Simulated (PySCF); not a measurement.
A calculated (BHandHLYP, PySCF 2.14, aug-cc-pVQZ-DK, the spin-free X2C one-electron Hamiltonian (Gaussian nucleus)) atom or ion has these occupied shells.

```csv
shell,electrons,orbital energy (eV),"rms radius, mean of both spins (bohr)"
1s α,1,-10333.2,0.0560
1s β,1,-10333.2,0.0560
2s α,1,-1302.7,0.236
2s β,1,-1302.7,0.236
2p α,3,-1132.3,0.211
2p β,3,-1132.3,0.211
3s α,1,-163.88,0.699
3s β,1,-163.85,0.699
3p α,3,-111.33,0.738
3p β,3,-111.29,0.738
3d α,5,-25.818,0.910
3d β,5,-25.780,0.910
4s α,1,-11.149,2.57
4s β,1,-10.228,2.57
4p α,1,-4.380,3.67
```

**Question.** Name the element and its charge.

**Answer.** Ga (gallium, neutral), in [Ar] 3d10 4s2 4p1, 2P determinant.
